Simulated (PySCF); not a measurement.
# Computed vibrations of Tm2O2F2

Tm2O2F2 (singlet in the valence; each metal's 4f electrons, 12 of them, lie in its core potential, out of spins and levels). PySCF 2.14.0, RKS BP86, Tm lcecp-1-SVP with ECP58, O def2-SVP, F def2-SVP; non-relativistic Hamiltonian with scalar-relativistic core potentials where named; density fitting; no spin-orbit coupling. Central differences of gradients.

```xyz
6

Tm    0.0000    0.6441    1.3997
Tm    0.0000   -0.6441   -1.3997
O     1.3396    0.0000    0.0000
O    -1.3396    0.0000    0.0000
F     0.0000   -0.4725    3.0659
F     0.0000    0.4725   -3.0659
```

Run from Python with OMP_NUM_THREADS=2. Where DIIS fails, smearing, a level shift and second-order steps follow.
It took 2.9 min on 2 threads of Arm Neoverse V1, with other jobs on the host.

(1) What are the harmonic wavenumbers and infrared intensities?

(2) Is this a minimum?

An lcecp potential fixes the number of 4f electrons, so in runs with it no electron can move into or out of that shell.

Answers

(1) Modes are labelled in C2h; negative numbers are unstable modes, those under 60 cm⁻¹ near the noise; a finer grid moves soft modes by up to 10 cm⁻¹.
| cm⁻¹ | km/mol | symmetry |
| --- | --- | --- |
| -24 | – | bu |
| 53 | 18.6 | au |
| 63 | 0.0 | ag |
| 157 | 0.0 | bg |
| 208 | 0.0 | ag |
| 241 | 51.2 | bu |
| 443 | 0.0 | bg |
| 534 | 170.7 | au |
| 537 | 316.5 | bu |
| 545 | 0.0 | ag |
| 602 | 0.0 | ag |
| 631 | 273.6 | bu |

(2) Yes, within the noise of the softest modes.
